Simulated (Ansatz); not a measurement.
Input file for CH$_{9}$HfNO$_{3}$Si (`C[O][Hf]([NH2])([OH])[O][SiH3]`):

```yaml
crystal:
  periodic: [false, false, false]
  atoms:
    - {symbol: C, position_ang: [1.483115, -1.229132, 2.284878]}
    - {symbol: O, position_ang: [1.119590, -0.644709, 1.081318]}
    - {symbol: Hf, position_ang: [0.601870, 0.259131, -0.527967]}
    - {symbol: N, position_ang: [0.830598, -1.046379, -2.080621]}
    - {symbol: O, position_ang: [1.641167, 1.824712, -0.963728]}
    - {symbol: O, position_ang: [-1.290517, 0.752816, -0.338450]}
    - {symbol: Si, position_ang: [-2.886774, 1.047100, -0.342612]}
    - {symbol: H, position_ang: [1.915931, -2.221341, 2.115988]}
    - {symbol: H, position_ang: [2.227058, -0.617046, 2.806737]}
    - {symbol: H, position_ang: [0.611985, -1.341899, 2.939761]}
    - {symbol: H, position_ang: [1.136362, -0.793070, -3.009124]}
    - {symbol: H, position_ang: [0.666004, -2.042147, -2.055276]}
    - {symbol: H, position_ang: [2.150717, 2.623700, -0.885218]}
    - {symbol: H, position_ang: [-3.657005, -0.227750, -0.328236]}
    - {symbol: H, position_ang: [-3.277807, 1.817045, -1.555827]}
    - {symbol: H, position_ang: [-3.272312, 1.838957, 0.858365]}
basis:
  gaussian: {orbitals: def2-TZVPP}
correlation: {method: ccsd_t}
output: {orbitals: {seedname: orbitals}}
```

```sh
$ ansatz run in.yaml --threads 2 --pin off --events-out ev --progress --plain --max-ram 20480MiB --backend cuda --devices 0, --max-vram 18GiB
```

Log, shortened:

```
Functional definition: HF
2279 factors; integrals over basis functions are off by at most 1.2e-3 eV
mean field evaluation 1: about -17922.2876 eV, gradient 7.5e1 eV
mean field evaluation 2: about -17922.5835 eV, gradient 7.5e1 eV
mean field evaluation 4: about -17932.5166 eV, gradient 4.7e0 eV
mean field evaluation 8: about -17932.6218 eV, gradient 4.3e-1 eV
mean field evaluation 16: about -17932.6225 eV, gradient 1.4e-6 eV
mean field -17932.62253958 eV, -659.0117231616 hartree, gradient 1.4e-6 eV, S^2 0.000000; 0 other end points of the search recorded, 0 dependent functions left out
10 core orbitals not correlated: weight in the atoms' cores, before any rotation towards them, 1.000 or more for the frozen orbitals, at most 0.000 for the correlated occupied ones
reference -17932.62253958 eV, -659.0117231616 hartree; 26, 26 occupied and 343, 343 virtual orbitals, 2279 factors
second order -42.30636759 eV of doubles, -0.00000000 eV of singles
cycle   1  -41.96247420 eV  change    3.4e-1 eV  update   1.7e-1
cycle   2  -42.97511949 eV  change    -1.0e0 eV  update   5.7e-2
cycle   3  -43.28241731 eV  change   -3.1e-1 eV  update   2.9e-2
cycle   4  -43.25875150 eV  change    2.4e-2 eV  update   7.4e-3
cycle   5  -43.25058864 eV  change    8.2e-3 eV  update   3.2e-3
cycle   6  -43.25298474 eV  change   -2.4e-3 eV  update   9.9e-4
cycle   7  -43.25261705 eV  change    3.7e-4 eV  update   3.3e-4
cycle   8  -43.25237402 eV  change    2.4e-4 eV  update   1.1e-4
cycle   9  -43.25241570 eV  change   -4.2e-5 eV  update   4.3e-5
perturbative correction -1.65374309 eV, -0.0607739377 hartree
Total energy: -17977.52869837 eV, -660.6619940586 hartree
```

Run time 16 s (2 threads of an AMD EPYC 7R13 on a shared host and a share of an NVIDIA H100 80 GB); peak host memory 0.86 GiB.

MP2 recovers 94.2 % of the CCSD(T) correlation energy and the triples give 3.7 %; T1 = 0.0145.
